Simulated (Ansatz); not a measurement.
**Molecular dynamics of H₁₁C₂NO₄**

Input file:

```yaml
accuracy: low
crystal:
  lattice:
    - [5.491447, 0.0, 0.0]
    - [0.0, 5.491447, 0.0]
    - [0.0, 0.0, 5.491447]
  atoms:
    - { symbol: O, position: [0.62868114, 0.35661223, 0.88796042] }
    - { symbol: H, position: [0.61194928, 0.2694737, 0.74041071] }
    - { symbol: H, position: [0.4843343, 0.45001281, 0.93699112] }
    - { symbol: O, position: [0.2985038, 0.64835272, 0.0695259] }
    - { symbol: H, position: [0.16468506, 0.73736397, -0.0098392] }
    - { symbol: H, position: [0.36094643, 0.77259778, 0.19206021] }
    - { symbol: O, position: [0.85457665, 0.82198061, 0.83600861] }
    - { symbol: H, position: [0.89508134, 0.83939065, 0.66325821] }
    - { symbol: H, position: [0.78523408, 0.65483191, 0.84137134] }
    - { symbol: O, position: [0.49768342, 1.01826206, 0.29340472] }
    - { symbol: H, position: [0.5542232, 1.08460684, 0.13818356] }
    - { symbol: H, position: [0.60099544, 0.86727003, 0.32111466] }
    - { symbol: C, position: [1.07490704, 0.2538562, 0.44977912] }
    - { symbol: C, position: [0.88679734, 0.43838305, 0.41679722] }
    - { symbol: "N", position: [0.75820456, 0.61030659, 0.42095353] }
    - { symbol: H, position: [1.08659373, 0.19758905, 0.63724543] }
    - { symbol: H, position: [1.05148299, 0.08794815, 0.33621908] }
    - { symbol: H, position: [1.24729217, 0.34227836, 0.4182784] }
basis:
  ecutwfc: 420.0
kpoints:
  mp_grid: { grid: [1, 1, 1] }
hamiltonian:
  xc: pbe
  dispersion: d3bj
scf:
  occupations: { method: fermi_dirac, width: 0.05 }
  lower_state_search: "off"
md:
  timestep: 0.5
  n_steps: 400
  ensemble: nvt_nose_hoover
  temperature: 400.0
  initial_velocities: maxwell_boltzmann
  seed: 717040
  nose_hoover: { tau: 50.0, chain_length: 3 }
```

Launched with:

```bash
$ ansatz run input.yaml --threads 1 --pin off --max-ram 3072MiB --backend cpu --events-out ev --progress --plain --runs-dir out
```

It goes on from the last frame of an earlier run, with new velocities.

Output, in part (step lines):

```
md step     0: t =     0.00 fs  T =   400.0 K  F+E_penalty+E_count = -3332.07347534 eV  E_kin = 0.878968 eV  conserved = -3331.19450734 eV  (9 SCF iters)
md step     1: t =     0.50 fs  T =   384.0 K  F+E_penalty+E_count = -3332.03754047 eV  E_kin = 0.843859 eV  conserved = -3331.19368196 eV  (8 SCF iters)
md step     2: t =     1.00 fs  T =   358.2 K  F+E_penalty+E_count = -3331.97885739 eV  E_kin = 0.787059 eV  conserved = -3331.19180678 eV  (8 SCF iters)
md step     3: t =     1.50 fs  T =   335.5 K  F+E_penalty+E_count = -3331.92702843 eV  E_kin = 0.737303 eV  conserved = -3331.18975716 eV  (8 SCF iters)
md step     4: t =     2.00 fs  T =   329.7 K  F+E_penalty+E_count = -3331.91332025 eV  E_kin = 0.724534 eV  conserved = -3331.18886314 eV  (8 SCF iters)
md step     5: t =     2.50 fs  T =   346.6 K  F+E_penalty+E_count = -3331.95120810 eV  E_kin = 0.761585 eV  conserved = -3331.18977002 eV  (5 SCF iters)
md step     6: t =     3.00 fs  T =   380.2 K  F+E_penalty+E_count = -3332.02706348 eV  E_kin = 0.835488 eV  conserved = -3331.19181923 eV  (4 SCF iters)
md step     7: t =     3.50 fs  T =   416.9 K  F+E_penalty+E_count = -3332.10949962 eV  E_kin = 0.916126 eV  conserved = -3331.19373263 eV  (3 SCF iters)
[... lines left out ...]
md step   399: t =   199.50 fs  T =   341.5 K  F+E_penalty+E_count = -3331.69777828 eV  E_kin = 0.750522 eV  conserved = -3331.18955113 eV  (4 SCF iters)
md step   400: t =   200.00 fs  T =   354.5 K  F+E_penalty+E_count = -3331.72930056 eV  E_kin = 0.779091 eV  conserved = -3331.19030841 eV  (8 SCF iters)
```

The steps, from the saved trajectory:

```
time (fs)  T (K)  potential energy less start (eV)  conserved less start (meV/atom)
      0.0    400                             0.000                             0.00
      6.5    390                             0.027                             0.24
     13.0    347                             0.119                             0.15
     19.5    366                             0.079                             0.06
     26.0    327                             0.173                             0.20
     32.5    469                            -0.129                             0.05
     39.0    379                             0.082                             0.12
     45.5    279                             0.318                             0.30
     52.0    294                             0.300                             0.15
     58.5    342                             0.221                             0.08
     65.0    322                             0.300                             0.10
     71.5    230                             0.552                             0.29
     78.0    324                             0.394                             0.16
     84.5    418                             0.272                             0.20
     91.0    502                             0.189                             0.34
     97.5    502                             0.258                             0.17
    104.0    653                            -0.020                             0.11
    110.5    569                             0.198                             0.32
    117.0    434                             0.500                             0.34
    123.5    430                             0.506                             0.26
    130.0    408                             0.553                             0.43
    136.5    431                             0.493                             0.30
    143.0    510                             0.306                             0.19
    149.5    509                             0.293                             0.35
    156.0    553                             0.161                             0.19
    162.5    496                             0.247                             0.18
    169.0    400                             0.425                             0.30
    175.5    408                             0.370                             0.25
    182.0    460                             0.218                             0.25
    188.5    414                             0.277                             0.26
    195.0    373                             0.329                             0.22
```

All steps were run. The conserved energy stayed within 0.48 meV per atom of its start (net change 0.23 meV per atom), so the integration is sound. The mean temperature of the second half is 18 % above the set value. A run of 0.2 ps of so small a system gives no equilibrium averages. Limits of this set-up: coarse k mesh, low accuracy level.

Mean squared displacements from the first frame to the last, about the centre of mass: O 0.34 Å², H 1.13 Å², C 0.26 Å², N 0.16 Å².

Last frame:

```xyz
18
Lattice="5.4914 0.0000 0.0000 0.0000 5.4914 0.0000 0.0000 0.0000 5.4914" Properties=species:S:1:pos:R:3
O 2.962 1.855 5.015
H 3.725 2.397 4.833
H 2.266 2.485 4.958
O 1.257 3.788 0.165
H 0.645 4.488 -0.049
H 1.972 4.197 0.690
O 4.671 5.109 4.736
H 4.680 4.798 3.836
H 3.890 5.675 4.926
O 3.233 5.439 2.061
H 3.516 6.086 1.346
H 3.626 4.583 1.907
C 6.089 1.119 1.920
C 5.070 2.156 2.252
N 4.253 2.967 2.271
H 5.826 0.020 2.272
H 6.251 1.157 0.812
H 7.072 1.353 2.476
```

Run time: 4.7 min on 1 thread of Arm Neoverse V1, on a shared host, peak memory 0.31 GiB.
